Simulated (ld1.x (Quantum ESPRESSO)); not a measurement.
# What the settings do to the TM potential of Rb

Base potential:

```json
{
  "Element": "rubidium (Rb)",
  "Generator": "ld1.x (Quantum ESPRESSO) 7.5",
  "Type": "norm-conserving Troullier–Martins (Kleinman–Bylander form)",
  "Functional": "LDA (PZ)",
  "Relativity": "scalar-relativistic",
  "Frozen core": "[Kr]",
  "Valence charge": "1",
  "Reference configuration": "5s1 5p0",
  "Partial waves": "5p (bound, empty): rc 3.20 bohr; 4d channel at 0.4 Ry: rc 3.40 bohr; 5s (bound): rc 4.20 bohr",
  "Local potential": "the s channel",
  "Core correction": "none"
}
```

Cutoffs, loose and tight: the cutoffs (Ry, on a coarse ladder) from which the occupation-weighted sum of valence levels, in a spherical-Bessel basis at the reference potential, stays within 10 and 1 mRy of its value at 400 Ry. They do not see the model core or the augmentation charge, which bear on the density cutoff. Test errors are all-electron minus pseudo excitation energies from the reference, over the configurations 5s0.5 5p0; 5s0 5p1 (two spin-polarised tests are not counted in the largest error). A dash means not determined; rows that change the core or the reference have their own tests.

For the base: The cutoffs count occupied waves only; the empty 5p level needs 15 Ry at the loose tolerance.

A true bound ghost makes a file unfit for plane-wave use even where its test errors are small: the radial tests pick states by their node count and pass the ghost by. Where a test does run into it, the solver fails or the error is huge.

On the changes marked as counting shells twice: ld1.x takes every shell without a wave as core, so the model core holds the marked electrons as well and exchange and correlation see them twice. This cancels in the reference configuration, but the file is broken for other ones, and its errors say nothing about a proper core correction.

| change | outcome | cutoff, loose | cutoff, tight | bound ghosts | largest test error (meV) |
| --- | --- | --- | --- | --- | --- |
| base | generated | 6 Ry | 6 Ry | p | +85 |
| wave 4d channel at 0.4 Ry: rc 3.40 bohr becomes 4d channel at 0.4 Ry: rc 4.52 bohr | generated | 6 Ry | 6 Ry | p | +85 |
| core [Ar] 3d10, valence charge 9; reference 4s2 4p6 5s1 5p0; waves now 4p (bound): rc 2.40 bohr; 4d channel at 0.4 Ry: rc 1.95 bohr; 4s (bound): rc 1.45 bohr; core correction Bessel-smoothed model core inside 1.40 bohr (5s counted twice) | generated | 55 Ry | 100 Ry | p | -249 over the solved tests; 3 of 7 tests not solved or not reliable |
| wave 4d channel at 0.4 Ry: rc 3.40 bohr becomes 4d channel at 3.53 Ry: rc 3.40 bohr | generated | 6 Ry | 6 Ry | p | +85 |
| functional PBEsol | generated | 6 Ry | 6 Ry | p | +78 |
| all radii scaled by about 0.81 (s 3.42, p 2.60, d 2.76 bohr) | generated | 6 Ry | 6 Ry | p | +119 |
| local potential all-electron potential smoothed inside 3.80 bohr (lloc = -1) | generated | 6 Ry | 6 Ry | p | +89 |
| wave 5s (bound): rc 4.20 bohr becomes 5s (bound): rc 6.28 bohr | generated | 6 Ry | 6 Ry | p | +64 |

Problem. What comes out with this change to the base: wave 5p (bound): rc 3.20 bohr becomes 5p (bound): rc 2.90 bohr?

Solution. outcome: generated; cutoff, loose: 6 Ry; cutoff, tight: 6 Ry; bound ghosts: p; largest test error (meV): +101.

Problem. What comes out with this change to the base: core correction a·sin(br)/r model core inside 1.70 bohr?

Solution. outcome: generated; cutoff, loose: 6 Ry; cutoff, tight: 6 Ry; bound ghosts: p; largest test error (meV): -7.5.

Problem. What comes out with this change to the base: type RRKJ; local potential all-electron potential smoothed inside 2.50 bohr (lloc = -1); rho0 0.005?

Solution. outcome: failed: compute_chi: n is too large. Cause: the Bessel-function wave could not be built (negative determinant in compute_phi), and the routine for χ then failed on it.
